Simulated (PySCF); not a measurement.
## Solvent effects on NMR parameters

Numbering as in the mapped SMILES `[CH2:1]=[C:2]([CH2:3][CH3:4])[C:5]([NH2:6])=[O:7]`. Hydrogens are named by the atom that carries them. Ha(C1) is cis to C3; Ha(N6) is cis to the C=O or C=S heteroatom; Hb(C1) is trans to C3; Hb(N6) is trans to the C=O or C=S heteroatom.

GIAO PBE0/pcSseg-1 in PySCF 2.14.0 with density-fitted response routines on one PBE0-D3(BJ)/def2-SVP conformer, non-relativistic, equivalent nuclei averaged. Solvents enter as an IEF-PCM continuum (chloroform with ε = 4.7, dichloromethane with ε = 8.9) around the gas-phase geometry. Shifts are referred to TMS computed in the same medium.

In chloroform, δ in ppm: C5 173.5, C2 157.2, C1 128.4, C3 32.2, C4 20.1, Hb(C1) 5.99, Ha(C1) 5.89, Hb(N6) 5.59, Ha(N6) 4.64, H(C3) 2.11, H(C4) 1.29. Dipole moment 4.32 D.

(1) How does each δ change in the more polar medium?

(2) Which nuclei move most (in ppm), and what does the model miss?

Answers

(1) 
| atoms | environment | Δδ, dichloromethane |
| --- | --- | --- |
| C5 | amide carbonyl carbon | +0.6 |
| C2 | α carbon of a C=C–C=O unit | -0.2 |
| C1 | β carbon of a C=C–C=O unit | +1.0 |
| C3 | allylic sp3 CH2 | 0.0 |
| C4 | methyl carbon | +0.1 |
| Hb(C1) | hydrogen on a β carbon of a C=C–C=O unit | +0.07 |
| Ha(C1) | hydrogen on a β carbon of a C=C–C=O unit | +0.06 |
| Hb(N6) | hydrogen on an amide-type nitrogen | +0.13 |
| Ha(N6) | hydrogen on an amide-type nitrogen | +0.08 |
| H(C3) | hydrogen on an allylic sp3 CH2 | 0.00 |
| H(C4) | hydrogen on a methyl carbon | -0.02 |

Changes are relative to chloroform. The dipole moment becomes 4.52 D in dichloromethane.

(2) C1 (β carbon of a C=C–C=O unit, +1.0 ppm) in dichloromethane. A continuum only polarises the solute; specific hydrogen bonds, the anisotropy of aromatic solvents and changes of geometry or conformer are outside it.
